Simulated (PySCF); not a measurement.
These are PBE-D3(BJ)/def2-TZVP // PBE0-D3(BJ)/def2-TZVP (PySCF 2.14.0) values and carry that method's errors. All species are isolated molecules in the gas phase. 

Reference species (SMILES): `[SiH3][Al]([SiH3])[SiH3]` (neutral, multiplicity 1).

The dipole moment is 0.13 D.

Changed species: `[SiH3][Al]([SiH3])[Br]` (whole molecule; the reference has whole molecule).

Problem. Give the shifts of the dipole moment.

Solution. the dipole moment increases by 0.95 D, to 1.08 D.
